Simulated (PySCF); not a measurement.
(3Z)-3-methylpenta-1,3-diene (C₆H₁₀), SMILES C(=C(/C=C)C)/C. Geometry: PBE-D3(BJ)/def2-SVP. One conformer was computed; it need not be the lowest.

Computed equilibrium geometry at PBE-D3(BJ)/def2-SVP (PySCF confirms it by a frequency run) as bond lengths and angles, and its point group (one conformer of several):
point group Cs.
Atoms: C1 C2 C3 C4 C5 C6 H7 H8 H9 H10 H11 H12 H13 H14 H15 H16. Bonds (Å): C1–C2 1.354, C1–H7 1.101, C1–H8 1.100, C2–C3 1.466, C2–H9 1.103, C3–C4 1.509, C3–C5 1.365, C4–H10 1.107, C4–H11 1.111, C4–H12 1.111, C5–C6 1.497, C5–H13 1.106, C6–H14 1.106, C6–H15 1.112, C6–H16 1.112. Angles (°): C2–C1–H7 122.3, C2–C1–H8 121.0, H7–C1–H8 116.7, C1–C2–C3 125.9, C1–C2–H9 117.7, C3–C2–H9 116.4, C2–C3–C4 117.7, C2–C3–C5 122.3, C4–C3–C5 120.0, C3–C4–H10 111.4, C3–C4–H11 111.3, C3–C4–H12 111.3, H10–C4–H11 108.0, H10–C4–H12 108.0, H11–C4–H12 106.5, C3–C5–C6 128.6, C3–C5–H13 116.5, C6–C5–H13 114.9, C5–C6–H14 113.8, C5–C6–H15 110.8, C5–C6–H16 110.8, H14–C6–H15 107.6, H14–C6–H16 107.6, H15–C6–H16 105.8.
Charge 0, spin multiplicity 1.
